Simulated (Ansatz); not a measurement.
Geometry optimisation, RKS B3LYP-D4/def2-SVP in Ansatz.

The input (input.yaml):

```yaml
crystal:
  periodic: [false, false, false]
  atoms:
    - { symbol: Al, position_ang: [-0.501997, -0.267622, -0.166805] }
    - { symbol: C, position_ang: [0.142568, 1.585089, 0.011163] }
    - { symbol: "N", position_ang: [-1.355524, -1.030993, 1.193931] }
    - { symbol: "N", position_ang: [-0.36257, -1.121238, -1.72087] }
    - { symbol: H, position_ang: [2.244764, 0.703265, 0.666258] }
    - { symbol: Cl, position_ang: [2.819828, -0.422959, 1.009757] }
    - { symbol: H, position_ang: [-0.66199, 2.302446, -0.217645] }
    - { symbol: H, position_ang: [0.970575, 1.827764, -0.682152] }
    - { symbol: H, position_ang: [0.4731, 1.815579, 1.03993] }
    - { symbol: H, position_ang: [-1.73223, -1.973778, 1.212609] }
    - { symbol: H, position_ang: [-1.46671, -0.60337, 2.107754] }
    - { symbol: H, position_ang: [-0.678429, -2.06701, -1.91444] }
    - { symbol: H, position_ang: [0.108615, -0.747373, -2.539391] }
basis:
  gaussian: { orbitals: def2-SVP }
hamiltonian:
  xc: b3lyp
  dispersion: d4
relax:
  f_tol: 0.03
  max_steps: 50
output:
  orbitals: {}
```

Run as:

```bash
$ ansatz run input.yaml --threads 2 --pin off --max-ram 3072MiB --backend cpu --events-out ev --progress --plain --runs-dir out
```

Task: Where does it end, and by what steps?

Result: It converged. The force dipped under the threshold on the way, but the program's further checks kept it going. After 12 steps the energy has fallen by 0.017 eV; H5 moved furthest, 0.31 Å.

| step | energy less start (eV) | largest force component (eV/Å) | accepted |
| --- | --- | --- | --- |
| 0 | 0.0000 | 0.446 | yes |
| 1 | 0.0236 | 1.322 | no |
| 2 | -0.0050 | 0.540 | yes |
| 3 | -0.0101 | 0.171 | yes |
| 4 | -0.0150 | 0.085 | yes |
| 5 | -0.0159 | 0.070 | yes |
| 6 | -0.0159 | 0.069 | yes |
| 7 | 0.0153 | 1.242 | no |
| 8 | -0.0164 | 0.064 | yes |
| 9 | -0.0171 | 0.042 | yes |
| 10 | -0.0174 | 0.007 | yes |
| 11 | -0.0175 | 0.045 | yes |
| 12 | -0.0175 | 0.013 | yes |

```xyz
13
Properties=species:S:1:pos:R:3
Al -0.468 -0.252 -0.147
C 0.091 1.627 -0.009
N -1.325 -1.031 1.205
N -0.343 -1.108 -1.704
H 2.524 0.673 0.801
Cl 2.629 -0.611 0.896
H -0.733 2.306 -0.291
H 0.935 1.867 -0.680
H 0.384 1.904 1.019
H -1.696 -1.976 1.213
H -1.461 -0.608 2.117
H -0.647 -2.059 -1.890
H 0.110 -0.732 -2.531
```

Time of the run: 31 s on 2 threads of AMD EPYC 9R14 (Zen 4), on a shared host, peak memory 0.3 GiB.
